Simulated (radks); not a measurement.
Results of a calculation; reference values are marked as such.
Excited configurations of Sb50+: one electron is placed in a higher orbital outside the bare nucleus. The ground configuration is 1s1. Code: a radial shooting solver on a logarithmic mesh with Libxc functionals. Model: scalar-relativistic Kohn-Sham, r2SCAN, spin-polarised, spherical densities, finite nucleus; open shells are filled with parallel spins first (spin-orbit coupling, left out, can overturn this in heavy ions); meta-GGA in the generalised Kohn-Sham scheme; Fermi nuclear charge, rms radius 4.6802 fm. Excitation = E - E(ground); binding = E(ion) - E, where the ion is the core of charge +51; n* = 51/sqrt(2 binding) in atomic units. These energies are relativistic, and a one-electron ion of charge +51 with no core already has n* below n in this formula (scalar-relativistic equation, point nucleus: 2s 1.955, 3s 2.946, 3p 2.971, 3d 2.990, 4p 3.967, 4d 3.985, 4f 3.993, 5d 4.983, 6d 5.981, 7s 6.936, 7d 6.980, 7f 6.988). The quantum defect is therefore taken as that value minus n*, so that it holds no relativistic shift of the bare ion.

2s: excitation (eV) 27443; binding (eV) 9264.7; n* 1.954; quantum defect 0.000; eigenvalue (eV) -9194.7; <r> (bohr) 0.1120
3s: excitation (eV) 32627; binding (eV) 4080.9; n* 2.945; quantum defect 0.001; eigenvalue (eV) -4050.8; <r> (bohr) 0.2547
3p: excitation (eV) 32704; binding (eV) 4003.8; n* 2.973; quantum defect -0.002; eigenvalue (eV) -3971.1; <r> (bohr) 0.2398
3d: excitation (eV) 32762; binding (eV) 3945.9; n* 2.995; quantum defect -0.005; eigenvalue (eV) -3902.0; <r> (bohr) 0.2041
4p: excitation (eV) 34460; binding (eV) 2247.4; n* 3.968; quantum defect -0.001; eigenvalue (eV) -2230.2; <r> (bohr) 0.4429
4d: excitation (eV) 34484; binding (eV) 2223.5; n* 3.989; quantum defect -0.004; eigenvalue (eV) -2202.6; <r> (bohr) 0.4083
4f: excitation (eV) 34496; binding (eV) 2211.6; n* 4.000; quantum defect -0.007; eigenvalue (eV) -2185.7; <r> (bohr) 0.3516
5d: excitation (eV) 35285; binding (eV) 1423.3; n* 4.986; quantum defect -0.004; eigenvalue (eV) -1410.9; <r> (bohr) 0.6714
6d: excitation (eV) 35720; binding (eV) 988.16; n* 5.984; quantum defect -0.003; eigenvalue (eV) -979.97; <r> (bohr) 0.9933
7s: excitation (eV) 35971; binding (eV) 736.50; n* 6.932; quantum defect 0.004; eigenvalue (eV) -731.26; <r> (bohr) 1.414
7d: excitation (eV) 35982; binding (eV) 725.77; n* 6.983; quantum defect -0.003; eigenvalue (eV) -719.93; <r> (bohr) 1.374
7f: excitation (eV) 35984; binding (eV) 723.83; n* 6.992; quantum defect -0.005; eigenvalue (eV) -717.44; <r> (bohr) 1.319

The Delta-SCF ionisation energy is 36708 eV (NIST Atomic Spectra Database: 36668.2 eV, theoretical). Self-interaction in the functional shifts the binding energies and quantum defects, so they are the method's values and not measured ones.
